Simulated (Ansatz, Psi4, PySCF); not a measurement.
C₄H₉O (SMILES C1CC[OH+]C1), charge +1, singlet, at a GFN2-xTB geometry. Base run: CCSD(T)/STO-3G (PySCF).

Input for PySCF:
```python
from pyscf import gto, scf, cc

mol = gto.M(
    atom='''
C    -0.00447944   -1.28472879    0.09392042
C     1.23954683   -0.37690799    0.08282651
C     0.68440553    1.04470378   -0.06175191
O    -0.74163892    0.90458995   -0.37031417
C    -1.15092608   -0.31491245    0.32720489
H    -0.12187878   -1.80153494   -0.85891324
H     0.04576841   -2.03792154    0.87515177
H     1.90529941   -0.63552379   -0.73769529
H     1.80459289   -0.46948605    1.00710049
H     1.15957586    1.63391109   -0.84446657
H     0.72977715    1.59910521    0.87765499
H    -0.83620533    0.74778215   -1.33255069
H    -2.11628290   -0.64158325   -0.05666754
H    -1.24881633   -0.04039584    1.37970000
''',
    basis='sto-3g',
    charge=1,
    verbose=4,
)

mf = scf.RHF(mol)
mf.kernel()

mycc = cc.CCSD(mf)
mycc.kernel()
et = mycc.ccsd_t()
print('E(CCSD(T)) = %.10f' % (mycc.e_tot + et))
```

The same geometry, method and basis name were run in Ansatz (a quantum-chemistry and plane-wave program) and Psi4 and PySCF, at each program's defaults and at the settings that a row names. The base is PySCF at its defaults. Differences at the defaults can come from grids, fitting, cores and function types together.

| code and settings | ΔE vs base (µEh) | basis functions | E (Eh) | SCF cycles |
|---|---|---|---|---|
| PySCF, defaults (exact integrals, spherical functions, all electrons correlated) | 0.0 | 34 | -228.87441 | 8 |
| Psi4, defaults (exact integrals, spherical functions, all electrons correlated) | 0.1 | 34 | -228.87441 | 10 |
| Ansatz, defaults (factorised integrals, spherical functions, frozen core) | 1882 | 34 | -228.87253 | - |
| PySCF, frozen core | 1852 | 34 | -228.87256 | 8 |
| Psi4, exact integrals, spherical functions, frozen core | 1852 | 34 | -228.87256 | 10 |
| Ansatz, high accuracy, frozen core | 1852 | 34 | -228.87256 | - |
